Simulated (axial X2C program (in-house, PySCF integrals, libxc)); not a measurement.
ZrF: from the spin-free to the two-component result

Computed with an in-house relativistic program for diatomic molecules. Spin-free means the one-electron spin-free X2C Hamiltonian; two-component (2c) means X2C with spin–orbit coupling and atomic mean-field two-electron Coulomb and Gaunt terms, so the difference of the two also holds small scalar two-electron terms. Basis: Zr dyall-cv3z [11s12p9d6f3g], F dyall-av3z [7s6p3d2f] (cores contracted in-house); Gaussian nuclei, density fitting, unrestricted open shells. Masses: Zr 89.905 u, F 18.998 u.

Spin-free state: M_S = 3/2, Λ = 0 (beyond evenly filled blocks: σα, δ+α, δ-α); fragments Zr + F.

```csv
level,Re (Å),ωe (cm⁻¹),De (eV),μ (D)
PBE0,1.878,658.4,6.566,-3.07
HF,1.913,632.9,n/a,-3.24
MP2,1.889,647.8,6.428,n/a
CCSD,1.897,644.0,5.948,n/a
CCSD(T),1.895,646.3,n/a,n/a
TPSSh,1.883,656.0,6.607,-3.11
```

Correlated methods: 19 electrons correlated (number of frozen shells: Zr 3 s, 2 p, 1 d; F 1 s), 307 virtual spin orbitals or spinors in MP2, 109 natural virtuals in coupled cluster.

Dipoles are positive if F is the positive end.

Two-component determinant lowest at the distance of the search:

Ω = 3/2 (⟨Sz⟩ = 1.50, ⟨Lz⟩ = 0.00 at HF); fragments Zr + F.

```csv
level,Re (Å),ωe (cm⁻¹),μ (D)
PBE0,1.878,658.4,-3.07
HF,1.913,632.7,-3.24
MP2,1.889,647.7,n/a
CCSD,1.897,643.9,n/a
CCSD(T),1.895,646.2,n/a
TPSSh,1.883,655.9,-3.11
```

From the two tables, how do the constants change at the CCSD(T) level (2c against spin-free)?

At the CCSD(T) level Re is unchanged within 0.001 Å and ωe doesn't move by more than 0.2 cm⁻¹.

Occupations by symmetry block were frozen at the best pattern of an incomplete PBE0 search. Dissociation energies refer to the lowest single-determinant-based atoms at the same level and basis. De is not given where an atomic determinant may have missed its ground term or J level, or where the truncated virtual space spoils (T). Density functionals use the spin component along the axis (collinear). Coupled cluster ran in a truncated set of natural virtual spinors; the MP2 energy of the rest was added. (T) has no such correction and the atoms are truncated less, which lowers De at CCSD(T) by a hundredth of an eV or more. Other states lie close and PBE0, whose exact exchange favours high spin, may order them wrongly; the determinant shown need not be the ground state. The nearest other spin-free determinant of the search, M_S = 1/2, Λ = 2, lies 0.31 eV up at the distance of the search. The functionals have no current-density term, which raises determinants with orbital currents, atoms included. With several unpaired electrons one determinant need not be a pure state. This is the top spin component of a Σ state; components of lower Ω are not single determinants and can lie lower.
